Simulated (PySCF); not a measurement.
Input of a response calculation (the driver script's job line, then coordinates in Å):

```
{"job": {"kind": "uv", "xc": "wB97X-D", "basis": "def2-SVPD", "ip": true}, "charge": 1, "multiplicity": 1}
C      3.204621     1.474336     0.273898
C      2.729363     0.235699     0.135333
C      1.792819    -0.199162    -0.951548
C      0.570016    -1.002851    -0.533620
N     -0.496210    -0.232367     0.179378
C     -0.089347     0.180425     1.544260
C     -1.864804    -0.898797     0.197799
C     -2.521314     0.402360    -0.267660
C     -1.118632     0.914014    -0.601534
H      3.929283     1.720667     1.053727
H      2.906972     2.284748    -0.400125
H      3.075167    -0.550495     0.819271
H      2.342625    -0.869448    -1.636619
H      1.492404     0.662631    -1.570522
H      0.839818    -1.843948     0.124207
H      0.086635    -1.422426    -1.427126
H      0.788872     0.832830     1.478340
H     -0.923450     0.710496     2.020988
H      0.157340    -0.717871     2.124769
H     -1.884444    -1.708545    -0.542866
H     -2.118020    -1.298328     1.188157
H     -3.015701     0.960177     0.538152
H     -3.214351     0.315923    -1.112693
H     -0.848339     0.819301    -1.661156
H     -0.802146     1.895411    -0.226307
```

Its output, with some lines taken out ([cut]) and without the SCF cycles:

```
converged SCF energy = -368.5856550260

[cut]

Singlet excitations
state   eV       nm        f      main configurations
  1   7.3296    169.2   0.32300   H->L 0.51, H->L+1 0.45
  2   7.7273    160.4   0.04416   H->L 0.35, H->L+1 0.34
[cut]
[cut]
  5   8.3836    147.9   0.02811   H->L+6 0.23, H->L+2 0.19, H->L+5 0.14
  6   8.6929    142.6   0.08680   H->L+3 0.34, H->L+2 0.23, H->L+10 0.13
  7   8.7706    141.4   0.01920   H->L+7 0.30, H->L+2 0.23, H->L+3 0.12
  8   9.0024    137.7   0.00299   H->L+4 0.23, H->L+7 0.16, H->L+3 0.13
  9   9.1898    134.9   0.00228   H-2->L 0.34, H-2->L+1 0.23, H-4->L 0.13
 10   9.4063    131.8   0.01566   H->L+6 0.25, H->L+9 0.19, H->L+5 0.13

[cut]
[cut]
Vertical electron affinity (delta-SCF) = 1.8021 eV
```

Method used: TDDFT wB97X-D/def2-SVPD, vertical, gas phase, core orbitals frozen in the response (PySCF 2.14.0, density-fitted response routines). One conformer (not necessarily the lowest) at the PBE0-D3(BJ)/def2-SVP geometry, without solvent, vibrations or thermal averaging.

**Question.** What stood in the cut lines?

**Answer.** 
```
Static polarisability (au): isotropic 94.325, principal 84.078 89.193 109.702
  3   8.1142    152.8   0.00164   H-1->L 0.44, H-1->L+1 0.35
  4   8.2439    150.4   0.00648   H->L+5 0.41, H->L+3 0.10, H->L+6 0.09
Triplet excitations (Tamm-Dancoff, eV): 4.4454 7.6650 7.6779 8.1618
Vertical ionisation energy (delta-SCF) = 13.2438 eV
```

**Question.** What is the gap between the lowest singlet and the lowest triplet?

**Answer.** 7.3296 − 4.4454 = 2.8842 eV (full response against Tamm–Dancoff).

**Question.** Give the mean polarisability in Å³.

**Answer.** 94.32 au × 0.148185 = 13.98 Å³.

**Question.** What is the polarisability anisotropy, √(½[(α1 − α2)² + (α2 − α3)² + (α3 − α1)²])?

**Answer.** 23.49 au.

**Question.** Write the structure that the coordinates describe.

**Answer.** `C=CCC[N+]1(C)CCC1` ([C8H16N]+), point group C1.

H and L stand for HOMO and LUMO.

Hardware: one thread, x86-64 server, shared host. Cost: 5.4 min.

The values belong to the conformer `[CH2:1]=[CH:2][CH2:3][CH2:4][N+:5]1([CH3:6])[CH2:7][CH2:8][CH2:9]1`: C1–C2–C3–C4 -132°, C2–C3–C4–N5 72°, C3–C4–N5–C6 -70°.

Note: wB97X-D ran without an empirical dispersion term, which enters the total energy and its gradient alone.
